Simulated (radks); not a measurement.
Problem. S2+, configuration [Ne] 3s2 3p2 (the NIST ground configuration). All-electron calculation, Dirac Kohn-Sham, PBEsol, spin-unpolarised, spherical densities, point nucleus; open shells are shared between the two j in proportion to 2j + 1. Program: a radial shooting solver on a logarithmic mesh with Libxc functionals. Some entries of the table are withheld. Estimate them.

orbital,occ.,eigenvalue (eV),<r> (bohr),r(max) (bohr)
1s1/2,2,-2427.956,0.09698,(1)
2s1/2,2,-236.9155,0.4790,0.3886
2p1/2,2,-182.9091,0.4405,(2)
2p3/2,4,-181.6448,0.4428,(3)
3s1/2,2,-39.3180,1.578,1.368
3p1/2,0.666667,-28.0117,1.761,1.492
3p3/2,1.33333,-27.8958,1.767,1.497

Solution. 
(1) 1s1/2 r(max) (bohr): 0.06336
(2) 2p1/2 r(max) (bohr): 0.3244
(3) 2p3/2 r(max) (bohr): 0.3261
